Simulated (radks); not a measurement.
Results of a calculation; reference values are marked as such.
Be III, 2 electrons, occupied as [He].

Level of theory: non-relativistic Kohn-Sham, LDA (Slater exchange, Perdew-Wang correlation), spin-polarised, spherical densities, point nucleus; hard spherical wall at 3.5 bohr (a radial shooting solver on a logarithmic mesh with Libxc functionals).

Energy parts (hartree):
part                     energy
total                 -13.44391
kinetic                13.34422
electron-nucleus      -29.19915
Hartree                 4.49211
exchange-correlation   -2.08109

Orbitals (lengths in bohr, moments of r in powers of bohr):
1s: occ. 2; eigenvalue (hartree) -4.80613; <1/r> 3.650; <r> 0.4208
2s: occ. 0; eigenvalue (hartree) -0.65601; <1/r> 0.8474; <r> 1.710
2p: occ. 0; eigenvalue (hartree) -0.54219; <1/r> 0.7674; <r> 1.570

The highest occupied level is 1s at -130.78 eV. Summed over all electrons, <r^2> = 0.4809 bohr^2, which gives a Langevin (diamagnetic) susceptibility term of -0.381 x 10^-6 cm^3/mol.
